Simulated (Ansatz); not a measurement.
The first iterations of a band of AlAsH₄N (7 atoms, charge -1, multiplicity 1).

All numbers below come from RKS B3LYP-D4/def2-SVP (Ansatz).

| Property | Result |
| --- | --- |
| movable images | 9 |
| climbing image | yes |
| spring | 5.0 eV/Å² |
| optimiser | quadratic models (default) |
| start path | IDPP |
| force threshold | 0.05 eV/Å |
| iteration limit | 48 |
| end points | relaxed |

Image 0:

```xyz
7
Properties=species:S:1:pos:R:3
N -1.941 -0.635 -0.664
Al -0.445 0.198 -0.476
As 1.034 -0.695 1.356
H -2.603 -0.335 -1.389
H 0.241 1.466 -1.240
H 1.399 0.694 1.915
H 2.315 -0.694 0.498
```

Image 10:

```xyz
7
Properties=species:S:1:pos:R:3
N -1.945 -0.066 -1.215
Al -0.399 0.345 -0.588
As 0.891 -0.766 1.331
H -2.509 -0.837 -0.847
H 0.444 1.573 -1.210
H 1.300 0.571 1.978
H 2.218 -0.821 0.552
```

| iteration | highest image above the first end (eV) | largest band force component (eV/Å) |
| --- | --- | --- |
| 1 | 0.143 | 0.740 |
| 2 | 0.147 | 0.362 |
| 3 | 0.137 | 0.327 |

Question: Does the band converge within its limit, and where does its top end?

Answer: The run converged. It ended after 9 iterations with the highest image 0.116 eV above the first end. A vibrational analysis at the climbing image gives 2 clearly imaginary modes (371i, 62i cm⁻¹): a point of higher order, so a lower path passes nearby. Limits of this set-up: an anion without diffuse functions.

The run took 4.6 min on 1 thread of Arm Neoverse V1, with other jobs on the host, peak memory 0.17 GiB.
